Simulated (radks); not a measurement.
The numbers below are computed, except where a source is named.
Task: The praseodymium ion Pr7+, 52 electrons, occupied as [Kr] 4d10 4f1 5s2 5p3. Code: a radial shooting solver on a logarithmic mesh with Libxc functionals. Model: Dirac Kohn-Sham, relativistic LDA (MacDonald-Vosko exchange, VWN5 correlation), spin-unpolarised, spherical densities, finite nucleus; open shells fill j = l - 1/2 first; Fermi nuclear charge, rms radius 4.8919 fm.

Spin-orbit splittings of the eigenvalues, e(l+1/2) - e(l-1/2), with zeta = 2 splitting/(2l+1) and mean radii in bohr:

shell  occ.  splitting (eV)  zeta (eV)  <r> j=l-1/2  <r> j=l+1/2
2p        6           477.1      318.1      0.08628      0.09256
3p        6           94.56      63.04       0.2624       0.2746
3d       10           20.48      8.192       0.2456       0.2494
4p        6           20.92      13.95       0.6360       0.6630
4d       10           3.767      1.507       0.7075       0.7167
4f        1          0.4956     0.1416       0.8701       0.8752
5p        3               ?          ?        1.468        1.520

Estimate the 5p splitting.

Result: 4.222 eV (zeta = 2.814 eV).
